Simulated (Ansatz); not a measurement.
The cluster Ge₂H⁻, 3 atoms. Hardware: 4 threads of AMD EPYC 7R43 on a shared host.

Correlated methods freeze 18 core orbitals; core or outer-core shells of Ge are correlated, in sets that lack core-valence functions. In CCSD on the charge 0 doublet the largest single amplitude is 0.24, so its Hartree–Fock determinant may place the open shell otherwise than the density functionals do.

(1) How many basis functions does each of these Ansatz runs have, and roughly what does it cost? MP2/def2-TZVPD, charge -1 triplet, energy, from earlier orbitals; PBE-D4/def2-TZVPD, charge -1 quintet, energy, from earlier orbitals; r2SCAN-D4/def2-TZVPD, charge -1 unrestricted singlet, energy, from earlier orbitals; PBE0-D4/def2-TZVPD, charge 0 doublet at the geometry of the charge -1 singlet, energy; CCSD(T)/def2-TZVPPD, charge 0 doublet at the geometry of the charge -1 singlet, energy, from earlier orbitals; r2SCAN0-D4/def2-TZVPD, charge -1 singlet, energy, from earlier orbitals; B3LYP-D4/def2-TZVPD, charge -1 singlet, energy, from earlier orbitals; r2SCAN-D4/def2-TZVPD, charge -1 triplet, energy, from earlier orbitals; CCSD(T)/def2-TZVPPD, charge -1 quintet, energy, from earlier orbitals; r2SCAN0-D4/def2-TZVPD, charge -1 triplet, energy, from earlier orbitals; ωB97X-V/def2-TZVPD, charge -1 quintet, energy, from earlier orbitals; r2SCAN-D4/def2-TZVPD, charge -1 singlet, energy, from earlier orbitals.

Answers

(1) Other jobs shared the machine, so times can vary by a factor of up to 3. A dash marks memory too small to be measured apart from the calling script's.

```json
{"run": "PBE-D4/def2-TZVPD, charge -1 quintet, energy, from earlier orbitals", "functions": "117", "fitting or Cholesky vectors": "797", "wall time": "1.9 s", "peak host memory (GiB)": "–"}
{"run": "B3LYP-D4/def2-TZVPD, charge -1 singlet, energy, from earlier orbitals", "functions": "117", "fitting or Cholesky vectors": "879", "wall time": "2.2 s", "peak host memory (GiB)": "–"}
{"run": "r2SCAN-D4/def2-TZVPD, charge -1 singlet, energy, from earlier orbitals", "functions": "117", "fitting or Cholesky vectors": "797", "wall time": "2.3 s", "peak host memory (GiB)": "–"}
{"run": "r2SCAN0-D4/def2-TZVPD, charge -1 singlet, energy, from earlier orbitals", "functions": "117", "fitting or Cholesky vectors": "903", "wall time": "3 s", "peak host memory (GiB)": "–"}
{"run": "MP2/def2-TZVPD, charge -1 triplet, energy, from earlier orbitals", "functions": "117", "fitting or Cholesky vectors": "767", "wall time": "3.8 s", "peak host memory (GiB)": "–"}
{"run": "ωB97X-V/def2-TZVPD, charge -1 quintet, energy, from earlier orbitals", "functions": "117", "fitting or Cholesky vectors": "765", "wall time": "8.5 s", "peak host memory (GiB)": "–"}
{"run": "r2SCAN-D4/def2-TZVPD, charge -1 unrestricted singlet, energy, from earlier orbitals", "functions": "117", "fitting or Cholesky vectors": "797", "wall time": "8.5 s", "peak host memory (GiB)": "–"}
{"run": "r2SCAN-D4/def2-TZVPD, charge -1 triplet, energy, from earlier orbitals", "functions": "117", "fitting or Cholesky vectors": "797", "wall time": "13 s", "peak host memory (GiB)": "–"}
{"run": "r2SCAN0-D4/def2-TZVPD, charge -1 triplet, energy, from earlier orbitals", "functions": "117", "fitting or Cholesky vectors": "767", "wall time": "14 s", "peak host memory (GiB)": "–"}
{"run": "CCSD(T)/def2-TZVPPD, charge 0 doublet at the geometry of the charge -1 singlet, energy, from earlier orbitals", "functions": "125", "fitting or Cholesky vectors": "777", "wall time": "17 s", "peak host memory (GiB)": "0.89"}
{"run": "CCSD(T)/def2-TZVPPD, charge -1 quintet, energy, from earlier orbitals", "functions": "125", "fitting or Cholesky vectors": "775", "wall time": "24 s", "peak host memory (GiB)": "0.92"}
{"run": "PBE0-D4/def2-TZVPD, charge 0 doublet at the geometry of the charge -1 singlet, energy", "functions": "117", "fitting or Cholesky vectors": "766", "wall time": "44 s", "peak host memory (GiB)": "–"}
```
